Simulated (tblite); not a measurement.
C6H10O (charge +1 and doublet state).
Atom-mapped SMILES: `[CH2+:1][CH:2][C@@H:3]1[CH2:4][C@H:5]1[O:6][CH3:7]` (hydrogens: H8, H9 on C1; H10 on C2; H11 on C3; H12, H13 on C4; H14 on C5; H15, H16, H17 on C7)

Structure used (GFN2-xTB), in Å, numbered top down from 1:
```xyz
17
C6H10O angstrom
C      2.5464    0.6716   -0.8540
C      1.5963   -0.2761   -0.7156
C      0.8563   -0.4552    0.4962
C      0.0293   -1.6627    0.7908
C     -0.8024   -0.5314    0.3128
O     -1.4764    0.1972    1.1858
C     -2.3563    1.2096    0.7523
H      3.1386    0.7457   -1.7503
H      2.7672    1.3732   -0.0654
H      1.3860   -0.9538   -1.5336
H      1.1330    0.1683    1.3382
H      0.1243   -2.5049    0.1189
H     -0.0778   -1.9227    1.8352
H     -1.1075   -0.4867   -0.7311
H     -3.2390    1.1611    1.3937
H     -2.6413    1.0927   -0.2946
H     -1.8839    2.1861    0.9040
```

The geometry is computed with GFN2-xTB (gas phase). This method treats the open shell by occupation alone, without spin polarisation.

Masses are those of the commonest isotopes; rigid-rotor values at the optimised geometry. The values belong to one conformer with, in the numbering `[CH2+:1][CH:2][C@@H:3]1[CH2:4][C@H:5]1[O:6][CH3:7]`, H–C1–C2–C3 176° and -3°, C1–C2–C3–C4 -166°, C4–C5–O6–C7 -175°.

What are A, B and C (GHz)?

Ia = 103.85, Ib = 328.35, Ic = 396.95 u·Å²; 505379 MHz·u·Å²/I gives 4866, 1539 and 1273 MHz, that is A = 4.8665, B = 1.5392, C = 1.2732 GHz.

Classify the top.

An asymmetric top; Ray's κ = -0.852.

Is it planar, by Δ = Ic − Ia − Ib?

Not planar: Δ = Ic − Ia − Ib = -35.25 u·Å². For a rigid frame Δ = −2 Σ m c², so Σ m c² = 17.62 u·Å² lies off the ab plane: 10.26 from hydrogen and 7.36 from heavier atoms. The atom farthest from that plane is 1.43 Å away.

Give the other two planar moments, Paa and Pbb, and the rms extents of the mass along the axes.

Paa = Σ m a² = (Ib + Ic − Ia)/2 = 310.72 and Pbb = Σ m b² = (Ia + Ic − Ib)/2 = 86.23 u·Å². With the mass M = 98.07 u, the rms extents √(P/M) along a, b and c are 1.78, 0.94, 0.42 Å.

List the rotational levels J(Ka,Kc) to J = 5 (K).

Above 0(0,0), as E/k:
J = 1: 1(0,1) 0.135, 1(1,1) 0.295, 1(1,0) 0.307
J = 2: 2(0,2) 0.404, 2(1,2) 0.552, 2(1,1) 0.590, 2(2,1) 1.069, 2(2,0) 1.070
J = 3: 3(0,3) 0.806, 3(1,3) 0.937, 3(1,2) 1.014, 3(2,2) 1.474, 3(2,1) 1.478, 3(3,1) 2.305, 3(3,0) 2.305
J = 4: 4(0,4) 1.339, 4(1,4) 1.450, 4(1,3) 1.578, 4(2,3) 2.013, 4(2,2) 2.024, 4(3,2) 2.846, 4(3,1) 2.846, 4(4,1) 4.007, 4(4,0) 4.007
J = 5: 5(0,5) 2.000, 5(1,5) 2.090, 5(1,4) 2.281, 5(2,4) 2.687, 5(2,3) 2.711, 5(3,3) 3.523, 5(3,2) 3.524, 5(4,2) 4.684, 5(4,1) 4.684, 5(5,1) 6.177, 5(5,0) 6.177
Those of J = 1 are B + C, A + C and A + B.

Estimate the classical rotational partition function at 10 K, 100 K and 500 K.

Point group C1, symmetry number σ = 1; q = (√π/σ)·√((kT/h)³/(ABC)), k/h = 20836.6 MHz/K: 1730 at 10 K, 54600 at 100 K, 610000 at 500 K.

For this open shell read J as N, the rotation without spin; fine and hyperfine splittings come on top. Its GFN2-xTB frequencies are all real (lowest 63 cm⁻¹). Constants of a rigid frame at the computed geometry: no zero-point averaging, no centrifugal distortion.
